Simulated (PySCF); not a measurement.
## Correlation energy of Sr (strontium, neutral)

[Kr] 5s2, closed-shell 1S. Computed with PySCF 2.14 in aug-cc-pVDZ-X2C (7s6p4d, 45 functions), with the spin-free X2C one-electron Hamiltonian (Gaussian nucleus). Frozen: [Kr]; 2 electrons correlated.

With two correlated electrons CCSD is exact within the correlated space (frozen core and kept virtual orbitals).

| level | correlation energy (mhartree) |
| --- | --- |
| CCSD | -25.17 |

Diagnostics: T1 = 0.015, D1 = 0.0208, largest double amplitude 0.076.

Cost of the coupled-cluster step: roughly 0.06 core-seconds, for 2 correlated electrons.

Iterations:

```
CC2 = 0
CCSD nocc = 1, nmo = 27
frozen orbitals [0, 1, 2, 3, 4, 5, 6, 7, 8, 9, 10, 11, 12, 13, 14, 15, 16, 17]
max_cycle = 100
direct = 0
conv_tol = 1e-08
conv_tol_normt = 1e-06
diis_space = 8
diis_start_cycle = 0
Init t2, MP2 energy = -3177.36094122299  E_corr(MP2) -0.0160714920531422
Init E_corr(CCSD) = -0.016071492054708
cycle = 1  E_corr(CCSD) = -0.0215651460653734  dE = -0.00549365401  norm(t1,t2) = 0.0564812
cycle = 2  E_corr(CCSD) = -0.0235806360065628  dE = -0.00201548994  norm(t1,t2) = 0.0252585
cycle = 3  E_corr(CCSD) = -0.0251274484599669  dE = -0.00154681245  norm(t1,t2) = 0.0128139
cycle = 4  E_corr(CCSD) = -0.02514190734699  dE = -1.4458887e-05  norm(t1,t2) = 0.00330155
cycle = 5  E_corr(CCSD) = -0.0251796488494168  dE = -3.77415024e-05  norm(t1,t2) = 0.000854555
cycle = 6  E_corr(CCSD) = -0.0251677972248854  dE = 1.18516245e-05  norm(t1,t2) = 0.000134494
cycle = 7  E_corr(CCSD) = -0.0251729421060436  dE = -5.14488116e-06  norm(t1,t2) = 4.5856e-05
cycle = 8  E_corr(CCSD) = -0.0251734543773873  dE = -5.12271344e-07  norm(t1,t2) = 9.55022e-06
cycle = 9  E_corr(CCSD) = -0.0251730028456117  dE = 4.51531776e-07  norm(t1,t2) = 3.00449e-06
cycle = 10  E_corr(CCSD) = -0.0251731458938371  dE = -1.43048225e-07  norm(t1,t2) = 1.22638e-06
cycle = 11  E_corr(CCSD) = -0.025173140050222  dE = 5.84361511e-09  norm(t1,t2) = 9.01074e-08
CCSD converged
E(CCSD) = -3177.370042870984  E_corr = -0.02517314005022198
```
